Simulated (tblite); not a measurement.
Compound: C2H7FS2Si.
Atom-mapped SMILES: `[F:1][CH2:2][S:3][CH2:4][S:5][SiH3:6]` (hydrogens: H7, H8 on C2; H9, H10 on C4; H11, H12, H13 on Si6)

Geometry (GFN2-xTB, Å), atoms numbered from 1 in this order:
```
atom  x, y, z in Å
F1    -3.1488   -0.7307   -0.1416
C2    -2.2427    0.1957   -0.5564
S3    -1.1480    0.7072    0.7916
C4    -0.0935   -0.7749    0.8391
S5     0.9373   -0.9996   -0.6413
Si6    2.3820    0.5719   -0.3567
H7    -1.6377   -0.2526   -1.3504
H8    -2.7872    1.0771   -0.8998
H9    -0.7353   -1.6491    0.9198
H10    0.5348   -0.6820    1.7205
H11    1.6652    1.8391   -0.3705
H12    3.2628    0.3782   -1.4926
H13    3.0067    0.3201    0.9367
```

Calculated harmonic vibrations of the isolated species, GFN2-xTB (tblite), most abundant isotopes, no scaling. The method is semi-empirical: single wavenumbers can be off by several per cent or more. Modes of hydrogen on silicon can be 10 to 20 % off. One conformer, not necessarily the lowest.

Harmonic wavenumbers (cm⁻¹): 34.1, 59.7, 80.0, 97.5, 148.1, 236.0, 295.7, 367.1, 495.4, 541.8, 561.8, 668.3, 685.5, 707.5, 730.1, 762.9, 777.4, 808.3, 900.1, 1017.9, 1090.0, 1170.4, 1189.8, 1243.6, 1386.4, 1395.0, 2307.2, 2334.0, 2385.1, 2938.8, 2986.4, 3006.6, 3015.6.

A = 3755, B = 912.0, C = 831.8 MHz; mass 141.974 u (most abundant isotopes); point group C1, symmetry number 1.

Problem. What is the zero-point energy?

Solution. Half the sum of the wavenumbers: 18212 cm⁻¹ = 217.87 kJ/mol.

Problem. Give the ideal-gas entropy at 350 K and 1 bar in the rigid-rotor, harmonic-oscillator model (classical rotation).

Solution. Translation 173.99, rotation 123.81, vibration 138.12: S = 435.9 J/(mol K).

Problem. And Cp and H(350 K) − H(0)?

Solution. Cp = 155.54 J/(mol K), of which vibrations give 122.29 (their classical limit is 33 R = 274.4); H(350 K) − H(0) = 34.96 kJ/mol without the zero-point energy, 23.32 from vibrations.

Problem. Which modes carry the vibrational entropy at 350 K?

Solution. 34.1 cm⁻¹: 24.66; 59.7 cm⁻¹: 20.02; 80.0 cm⁻¹: 17.60; 97.5 cm⁻¹: 15.97; 148.1 cm⁻¹: 12.57; 236.0 cm⁻¹: 8.89 J/(mol K); the other 27 give 38.42 together.

Problem. What must be added to the electronic energy to get the Gibbs energy at 350 K and 1 bar?

Solution. ZPE + [H(350 K) − H(0)] − T·S = 217.87 + 34.96 − 152.57 = 100.26 kJ/mol.

Problem. How do the functions run with temperature in this model?

Solution. 
```
 T (K)  S (J/(mol K))  Cp (J/(mol K))  H − H(0) (kJ/mol)  G − H(0) (kJ/mol)  ln q(vib)
    50          252.4            60.2               2.27             -10.35       0.85
   100          299.8            77.3               5.74             -24.24       2.34
298.15          412.2           140.7              27.27             -95.62       7.40
373.15          446.1           161.6              38.63            -127.83       9.13
   500          497.4           189.1              60.97            -187.74      11.92
   750          581.5           224.9             113.09            -323.00      16.93
  1000          649.5           247.8             172.37            -477.15      21.37
```

q(vib) and H(0) count from the zero-point level.

Hindered rotation and anharmonicity are outside this model. Other conformers, if any are populated, would add a mixing term that is left out. The structure is chiral; the term R ln 2 for an equal mix with its mirror image is left out.
